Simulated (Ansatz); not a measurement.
Ansatz (a program for electronic structure) input for CrOF3, SMILES [O]=[Cr]([F])([F])[F] (connectivity only; charge and spin as stated), neutral, multiplicity 2, PBE-D3(BJ)/def2-SVP. 

Ansatz 0.2 input:
```yaml
crystal:
  periodic: [false, false, false]
  atoms:
    - {symbol: Cr, position_ang: [-0.03139160, -0.09652153, -0.00000000]}
    - {symbol: O, position_ang: [0.48577138, -1.51841459, -0.00000001]}
    - {symbol: F, position_ang: [-1.69444682, 0.18343121, 0.00000002]}
    - {symbol: F, position_ang: [0.67318047, 0.71183070, -1.30928515]}
    - {symbol: F, position_ang: [0.67318050, 0.71183069, 1.30928514]}
basis:
  gaussian:
    orbitals: def2-SVP
hamiltonian:
  xc: pbe
  dispersion: d3bj
magnetization: {spin_polarized: true, initial_magnetization: 1}
relax: {f_tol: 0.002, max_steps: 200}
```

Program output:

```
WARN ansatz: RAYON_NUM_THREADS=1 ignored (pool sized by the plan → 1); use --threads N
Functional definition: PBE
integrals: 0.04 GiB planned
984 factors; their error is unknown
mean field: 0.28 GiB planned
mean field evaluation 1: about -38587.7071 eV, gradient 5.2e1 eV
mean field evaluation 2: about -38281.3219 eV, gradient 2.6e2 eV
mean field evaluation 4: about -38594.0022 eV, gradient 2.1e1 eV
mean field evaluation 8: about -38595.5096 eV, gradient 2.9e0 eV
mean field evaluation 16: about -38595.4980 eV, gradient 2.5e-3 eV
mean field evaluation 32: about -38595.1440 eV, gradient 2.0e-2 eV
mean field -38595.49796738 eV, -1418.3583893330 hartree, gradient 1.9e-5 eV, S^2 0.756600; 4 other end points of the search recorded, 0 dependent functions left out
the calculation of the forces begins
reference -38595.49806328 eV, -1418.3583928572 hartree; 30, 29 occupied and 57, 58 virtual orbitals, 984 factors
relax step   1: F+E_penalty+E_count = -38595.57489002 eV  Δ(F+E_penalty+E_count) = +0.000e0 eV  max|allowed force component| = 1.961e0 eV/Å  Δτ_max = 0.0000 Å  (117 SCF iters, accepted)
these checks for a lower state are left out or cut short: starts, cluster_reference, orbital_swaps, neighbouring_geometries, increment
integrals: 0.04 GiB planned
984 factors; their error is unknown
mean field: 0.28 GiB planned
mean field -38595.54546536 eV, -1418.3601348516 hartree, gradient 3.1e-6 eV, S^2 0.757525; 0 other end points of the search recorded, 0 dependent functions left out
the calculation of the forces begins
reference -38595.54556079 eV, -1418.3601383587 hartree; 30, 29 occupied and 57, 58 virtual orbitals, 984 factors
relax step   2: F+E_penalty+E_count = -38595.62210926 eV  Δ(F+E_penalty+E_count) = -4.722e-2 eV  max|allowed force component| = 7.939e-1 eV/Å  Δτ_max = 0.0176 Å  (44 SCF iters, accepted)
these checks for a lower state are left out or cut short: starts, cluster_reference, orbital_swaps, neighbouring_geometries, increment
integrals: 0.04 GiB planned
984 factors; their error is unknown
mean field: 0.28 GiB planned
mean field evaluation 64: about -38595.5561 eV, gradient 4.7e-2 eV
mean field -38595.55606350 eV, -1418.3605243263 hartree, gradient 1.1e-5 eV, S^2 0.758276; 0 other end points of the search recorded, 0 dependent functions left out
the calculation of the forces begins
reference -38595.55615859 eV, -1418.3605278205 hartree; 30, 29 occupied and 57, 58 virtual orbitals, 984 factors
relax step   3: F+E_penalty+E_count = -38595.63249989 eV  Δ(F+E_penalty+E_count) = -1.039e-2 eV  max|allowed force component| = 4.404e-2 eV/Å  Δτ_max = 0.0127 Å  (42 SCF iters, accepted)
these checks for a lower state are left out or cut short: starts, cluster_reference, orbital_swaps, neighbouring_geometries, increment
integrals: 0.04 GiB planned
984 factors; their error is unknown
mean field: 0.28 GiB planned
mean field -38595.55578379 eV, -1418.3605140468 hartree, gradient 1.7e-5 eV, S^2 0.758275; 0 other end points of the search recorded, 0 dependent functions left out
the calculation of the forces begins
reference -38595.55587888 eV, -1418.3605175413 hartree; 30, 29 occupied and 57, 58 virtual orbitals, 984 factors
relax step   4: F+E_penalty+E_count = -38595.63221570 eV  Δ(F+E_penalty+E_count) = +2.842e-4 eV  max|allowed force component| = 5.725e-2 eV/Å  Δτ_max = 0.0070 Å  (43 SCF iters, rejected (line search))
these checks for a lower state are left out or cut short: starts, cluster_reference, orbital_swaps, neighbouring_geometries, increment
integrals: 0.04 GiB planned
984 factors; their error is unknown
mean field: 0.28 GiB planned
mean field -38595.55613212 eV, -1418.3605268479 hartree, gradient 1.3e-5 eV, S^2 0.758307; 0 other end points of the search recorded, 0 dependent functions left out
the calculation of the forces begins
reference -38595.55622719 eV, -1418.3605303416 hartree; 30, 29 occupied and 57, 58 virtual orbitals, 984 factors
relax step   5: F+E_penalty+E_count = -38595.63255717 eV  Δ(F+E_penalty+E_count) = -5.728e-5 eV  max|allowed force component| = 2.585e-3 eV/Å  Δτ_max = 0.0022 Å  (35 SCF iters, accepted)
these checks for a lower state are left out or cut short: starts, cluster_reference, orbital_swaps, neighbouring_geometries, increment
integrals: 0.04 GiB planned
984 factors; their error is unknown
mean field: 0.28 GiB planned
mean field evaluation 96: about -38595.5561 eV, gradient 1.2e-4 eV
mean field -38595.55613446 eV, -1418.3605269338 hartree, gradient 1.6e-5 eV, S^2 0.758307; 0 other end points of the search recorded, 0 dependent functions left out
the calculation of the forces begins
reference -38595.55622953 eV, -1418.3605304275 hartree; 30, 29 occupied and 57, 58 virtual orbitals, 984 factors
relax step   6: F+E_penalty+E_count = -38595.63255902 eV  Δ(F+E_penalty+E_count) = -1.856e-6 eV  max|allowed force component| = 1.251e-3 eV/Å  Δτ_max = 0.0005 Å  (33 SCF iters, accepted)
integrals: 0.04 GiB planned
984 factors; their error is unknown
mean field: 0.28 GiB planned
mean field evaluation 128: about -38595.2267 eV, gradient 4.6e-1 eV
mean field -38595.55613446 eV, -1418.3605269338 hartree, gradient 1.6e-5 eV, S^2 0.758307; 6 other end points of the search recorded, 0 dependent functions left out
the calculation of the forces begins
reference -38595.55622953 eV, -1418.3605304275 hartree; 30, 29 occupied and 57, 58 virtual orbitals, 984 factors
Total energy: -38595.63265409 eV, -1418.3633389784 hartree
Atom 0 at    -0.029271    -0.095412    -0.000000 Å, force    -0.000598    -0.000583    -0.000000 eV/Å
Atom 1 at     0.494277    -1.548712    -0.000000 Å, force     0.000825     0.001251    -0.000000 eV/Å
Atom 2 at    -1.713208     0.190066     0.000000 Å, force     0.000316     0.000726     0.000000 eV/Å
Atom 3 at     0.677247     0.723107    -1.330221 Å, force    -0.000271    -0.000697    -0.000036 eV/Å
Atom 4 at     0.677248     0.723107     1.330221 Å, force    -0.000271    -0.000697     0.000036 eV/Å
Dipole moment:    -0.107869    -0.097622     0.000000 e Å
```

The calculation finished and met its thresholds.
